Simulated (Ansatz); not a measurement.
The first iterations of a band of C2H10O2Si2 (16 atoms, charge 0, multiplicity 1).

Computed with RKS B3LYP/def2-SVP in Ansatz.

```json
{
 "movable images": "7",
 "climbing image": "yes",
 "spring": "5.0 eV/Å²",
 "optimiser": "quadratic models (default)",
 "start path": "through a guess of the saddle point",
 "force threshold": "0.05 eV/Å",
 "iteration limit": "60",
 "end points": "relaxed"
}
```

First end point:

```xyz
16
Properties=species:S:1:pos:R:3
O 0.240 -2.967 -1.181
C 1.364 -2.195 -0.878
O 1.120 -0.816 -0.903
C 0.242 -0.354 0.116
Si -0.118 1.495 -0.183
Si -1.540 2.347 1.497
H -0.018 -2.768 -2.093
H 1.687 -2.521 0.129
H 2.188 -2.354 -1.597
H 0.694 -0.500 1.120
H -0.704 -0.927 0.109
H 1.163 2.263 -0.186
H -0.771 1.660 -1.515
H -0.918 2.191 2.847
H -1.802 3.799 1.263
H -2.849 1.625 1.499
```

Last end point:

```xyz
16
Properties=species:S:1:pos:R:3
O 1.535 -2.819 -2.027
C 0.934 -2.355 -0.876
O 0.563 -1.004 -1.044
C 0.013 -0.408 0.111
Si -0.414 1.410 -0.283
Si -1.311 2.484 1.619
H 2.311 -2.267 -2.199
H 0.041 -2.987 -0.700
H 1.596 -2.434 0.020
H 0.721 -0.451 0.968
H -0.904 -0.940 0.446
H 0.825 2.122 -0.717
H -1.405 1.457 -1.397
H -0.326 2.475 2.744
H -1.650 3.903 1.299
H -2.553 1.792 2.081
```

| iteration | highest image above the first end (eV) | largest band force component (eV/Å) |
| --- | --- | --- |
| 1 | 1.203 | 6.795 |
| 2 | 0.256 | 1.250 |

Problem. Does the band converge within its limit, and where does its top end?

Solution. The forces met the threshold. It ended after 8 iterations with the highest image 0.181 eV above the first end. A vibrational analysis at the climbing image gives one clearly imaginary mode, 108i cm⁻¹: a first-order saddle point.

Time of the run: 2.6 min on 2 threads of Intel(R) Xeon(R) 6975P-C (Granite Rapids), with other jobs on the host, peak memory 0.4 GiB.
